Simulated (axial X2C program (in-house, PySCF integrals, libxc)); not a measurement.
## Cu₂⁺: properties at the nuclei

Computed with an in-house all-electron X2C program for linear molecules (integrals from PySCF): two-component X2C with atomic mean-field Coulomb and Gaunt terms, Gaussian nuclei, basis Cu dyall-cv3z with contracted cores.

R = 2.399 Å (near the PBE0 minimum at charge 1 of the determinant lowest at the starting distance; the state shown can have its own minimum elsewhere).

Input and command:
```json
{"zs": [29, 29], "q": 1, "bas": ["dyall-cv3z", "dyall-cv3z"], "r0": 2.24, "levels": ["PBE0", "HF", "r2SCAN", "TPSSh", "B3LYP"], "nst": 3}
```
```bash
python soeom.py task.json out
```

Keys: zs atomic numbers; q charge; bas basis sets; r0 starting distance in Å; levels methods; nst determinants followed.

Determinant lowest in the PBE0 search, Ω = 1/2 (⟨Sz⟩ = 0.50, ⟨Lz⟩ = 0.00 at PBE0), spin on the atoms Cu 0.25, Cu 0.25:

```tsv
level	A∥/gI Cu (MHz)	qzz Cu (a.u.)
PBE0	2290	0.14
HF	1950	-0.22
r2SCAN	2130	0.42
TPSSh	2190	0.31
B3LYP	2300	0.23
```

A∥ (defined per Ω) follows by multiplying with gI = μI/(I μN); qzz is the electric field gradient, eQq0 = 234.96 MHz × Q/barn × qzz. The operators were transformed with the bare-nucleus X2C matrices; with these basis sets, hyperfine constants and field gradients can be off by tens of per cent, and where levels differ in sign neither size nor sign is settled.

**Question.** With gI(63Cu) = 1.4824 (g factors from the IAEA table of nuclear moments by Stone), turn the PBE0 values of the first state into constants in MHz.

**Answer.** A∥(63Cu) = 2290 × 1.4824 = 3390 MHz.

Each state is one determinant with collinear spin. Unrestricted Hartree–Fock can overshoot spin polarisation at the nuclei. The search compared states at one distance, so a state with another bond length can lie lower. Further determinants of the search, some of them spin-mixed, are not shown. Where a field gradient or hyperfine factor spreads by more than a factor of two over the levels, a constant derived from it is not to be relied on.
